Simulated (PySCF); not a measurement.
BCl2GeH7Si2.
Z-matrix (Å and degrees, PBE0-D3(BJ)/def2-SVP geometry), rows numbered from 1:
```
Cl
B   1  1.7531
Cl  2  1.7469  1  118.39
Si  2  2.0136  1  119.10  3   176.12
Si  4  2.3513  2  105.85  1   -73.27
Ge  5  2.3856  4  110.76  2    57.82
H   4  1.4949  2  112.34  1   165.86
H   4  1.4965  2  110.08  1    43.08
H   5  1.4970  4  109.70  2   179.11
H   5  1.4972  4  109.13  2   -62.33
H   6  1.5391  5  110.47  4    46.77
H   6  1.5406  5  109.82  4   166.66
H   6  1.5380  5  110.31  4   -73.58
```

Linear response at B3LYP/def2-SVPD (PySCF, frozen core in the response, non-relativistic). Relativistic effects, spin–orbit coupling among them, are left out although an element past zinc is present.

Static isotropic polarisability: 138.29 au (20.49 Å³), principal values 115.1, 138.5, 161.3 au.

Task: What is the polarisability at 1064 nm and at the sodium D line?

Result: 140.21 au at 1064 nm (+1.4 %), 144.90 au at 589.3 nm (+4.8 %). The rise at 589.3 nm is 3.45 times that at 1064 nm; a pure ω² law gives 3.26. The lowest singlet lies at 279 nm, shorter than both wavelengths.

Task: What is the isotropic C6 coefficient between two such molecules, C6 = (3/π)∫α(iω)² dω?

Result: 6033 au (Eh·bohr⁶) by a ten-point quadrature over imaginary frequencies, which is 3610 eV·Å⁶ or 348 J·nm⁶/mol.

Task: Which effective excitation energy ω̄ makes London's formula C6 = (3/4)α²ω̄ exact here?

Result: ω̄ = 4·C6/(3α²) = 0.421 Eh = 11.4 eV. A one-pole form α(ω) = α/(1 − ω²/ω̄²) fitted to the 1064 nm value gives 10.0 eV. London's choice of the ionisation energy (9.53 eV, ΔSCF at the same level) gives C6 = 5020 au, 17 % too low.

Task: What three-body coefficient follows from the one-pole estimate C9 = (3/4)·α·C6?

Result: 626000 au. This is an estimate from the two numbers above, not a computed integral.

Task: How many electrons N does the Slater–Kirkwood formula C6 = (3/4)·√N·α^(3/2) need to give this C6?

Result: N = (4·C6/3)²/α³ = 24.5; the species has 106 electrons in all.

Task: What n − 1 at the D line would an ideal gas of it have at 273.15 K and 1 atm (2.6868 × 10¹⁹ cm⁻³), by n − 1 = 2π·N·α′?

Result: 36.25 × 10⁻⁴, a formal value whether or not that pressure can be reached.

Task: What molar refraction at the D line follows from R = (4π/3)·N_A·α′, with α′ the polarisability volume?

Result: α′ = 21.47 Å³ gives R = 54.16 cm³/mol, for isolated, non-vibrating species.

Task: The lowest 10 singlets have (eV, f): 4.44, 0.057; 4.76, 0.006; 5.30, 0.000; 5.48, 0.069; 6.07, 0.018; 6.31, 0.015; 6.37, 0.042; 6.50, 0.129; 6.59, 0.007; 6.73, 0.030. What share of the static polarisability do they carry in the sum over states α = Σ f/ω²?

Result: 8.34 au, 6.0 % of α; the largest term, 2.25 au, is that of the state at 6.50 eV. Their oscillator strengths add up to 0.37. Higher states carry the rest.

Time: 7.5 min of wall time (grids of density and orbitals included); peak memory 1.1 GiB. Hardware: Arm Neoverse N1, one thread, no GPU, shared host with 64 logical CPUs at a one-minute load of 57. This is the whole response run at B3LYP/def2-SVPD, SCF included.

One conformer stands for the species.
